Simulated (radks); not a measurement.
Question: These are the eigenvalues of the occupied orbitals of an atom or ion with whole-number occupations (hartree). Calculated with a radial shooting solver on a logarithmic mesh with Libxc functionals: scalar-relativistic Kohn-Sham, PBE, spin-polarised, spherical densities, finite nucleus; Fermi nuclear charge, rms radius of each element as measured or else 0.836 A^(1/3) + 0.57 fm.

1s up: -1720.542
1s down: -1720.538
2s up: -285.6109
2s down: -285.6083
2p up: -255.3714
2p down: -255.3679
3s up: -66.75667
3s down: -66.69273
3p up: -57.30020
3p down: -57.23621
3d up: -44.48694
3d down: -44.43712
4s up: -17.48238
4s down: -17.32913
4p up: -14.35485
4p down: -14.20208
4d up: -9.95567
4d down: -9.80175
5s up: -6.14753
5s down: -6.00362
5p up: -5.20452
4f up: -5.14403

Which element is it, and in what charge state? The configuration may be excited. Open shells, if any, are filled with parallel spins first.

Answer: Z = 62, samarium, charge +9: Sm9+ in [Kr] 4d10 4f4 5s2 5p1. The list shows which subshells hold electrons but not how many an open one holds; the 1s level, -1720.5 hartree, gives Z - s = 58.7 by -(Z - s)^2/2, which with screening and relativity narrows Z to a few neighbours, and the depths of the outer levels then fix element, charge and occupations together.
